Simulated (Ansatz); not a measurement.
Reaction (cleavage of the Si–Si bond): `CO[SiH2][SiH2]O` + `[SiH3]CS` → `O[SiH2]SC[SiH3]` + `CO[SiH3]`

Gas-phase electronic energies from Ansatz, PBE0-D4/def2-TZVP geometries. CBS: MP2 limit from def2 TZ/QZ plus the TZ coupled-cluster correction, frozen cores. Functionals use def2-TZVPP. B3LYP here is the variant with VWN-RPA as its local correlation; programs differ in this. One conformer a species, not always the lowest.

```csv
level,ΔE (kJ/mol),difference from CCSD(T)/CBS
PBE-D4,-63.1,12.3
r2SCAN-D4,-72.2,3.2
PBE0-D4,-67.2,8.2
B3LYP-D4,-71.5,3.9
ωB97X-V,-70.2,5.2
r2SCAN,-71.6,3.8
PBE0,-64.8,10.6
B3LYP,-66.9,8.5
HF/def2-TZVPP,-78.0,-2.6
SCS-MP2/def2-TZVPP,-80.7,-5.3
CCSD(T)/def2-TZVPP,-73.1,2.3
HF/def2-QZVPP,-78.7,-3.3
MP2/def2-QZVPP,-84.9,-9.5
SCS-MP2/def2-QZVPP,-82.2,-6.8
HF/CBS(def2),-78.8,-3.4
CCSD/CBS(def2),-74.7,0.7
CCSD(T)/CBS,-75.4,0
```

Largest T1 diagnostic among the species: 0.012.

From PBE to PBE0 (25 % exact exchange), in def2-TZVPP and without D4, ΔE moves by −4.5 kJ/mol. The D4 term adds −4.6 kJ/mol with B3LYP and −2.4 kJ/mol with PBE0; it sums over pairs of atoms, weighted by their polarisabilities, and B3LYP, whose exchange is more repulsive, gets the larger term.

CCSD(T)/CBS has its own doubt, a few kJ/mol and more with outer-core shells, so smaller differences from it don't rank the levels.
